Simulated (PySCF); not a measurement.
Unknown compound

An unknown has the formula C6H12O2. Its calculated NMR data are:

$^{1}$H NMR (600 MHz, computed): δ 6.03 (br s, 1H), 2.62 (m, 1H), 1.69 (m, 1H), 1.29 (d, 3H), 1.13 (d, 3H), 1.05 (d, 3H).

$^{13}$C{$^{1}$H} NMR (computed): δ 181.0 (C), 46.2 (CH), 36.4 (CH), 24.9 (CH3), 19.0 (CH3), 16.2 (CH3).

[PySCF: coordinates at the GFN2-xTB level; shieldings: GIAO PBE0/pcSseg-1; equivalent nuclei averaged; gas phase; one conformer; non-relativistic Hamiltonian]

References, each an isolated molecule treated in the same way: TMS for $^{1}$H (σref 31.72) and $^{13}$C (σref 186.93).

Which candidate is it?
A. C=C(C)COCOC
B. CC(=O)OC(C)(C)C
C. CCC(=O)OC(C)C
D. CC(C)[C@H](C)C(=O)O

Answers

D. 

1. The formula gives 1 degree of unsaturation (no ring in the answer).
2. 6 carbon signals for 6 carbons: no two carbons are equivalent.
3. Carbon types of the structure: 1 × C, 2 × CH, 3 × CH3, leaving 1 H on heteroatoms.
4. δC 181.0: carboxylic acid carbon; lone-pair donation from the attached heteroatom keeps it upfield of a ketone carbonyl.
5. δC 46.2: sp3 CH α to a carbonyl; the adjacent C=O deshields it moderately.
6. δC 36.4: sp3 CH; a saturated carbon with 3 carbon neighbours and no heteroatom attached.
7. δH 6.03: hydrogen on an acid hydroxyl oxygen; exchangeable; this is the value without hydrogen bonding to other molecules.
8. δH 2.62: hydrogen on an sp3 CH α to a carbonyl; α to C=O.

The others: CC(=O)OC(C)(C)C would give 4 carbon signals, not 6; CCC(=O)OC(C)C would give 5 carbon signals, not 6; C=C(C)COCOC would give 6 signals for carbon-bound and other non-exchanging H, not 5.

OH and NH positions are those of a molecule without intermolecular hydrogen bonds; in solution they move with solvent, concentration and temperature, and exchange usually removes their couplings. Shifts are as computed. Against solution values, carbons near 30 ppm lie about +3 ppm off and those near 130 ppm about +5 ppm. Of 1211 compounds with measured shifts, 218 miss one by over three times the rms of a fit or turn the order of signals round; such compounds aren't used in these exercises. The C=O carbon of an acid or of an amide with N–H lies up to 10 ppm further downfield in solution, through hydrogen bonding that the calculation lacks. Multiplicities follow the n + 1 count of equivalent neighbours, as no J values were calculated; m marks all less simple cases, F and P coupling included.
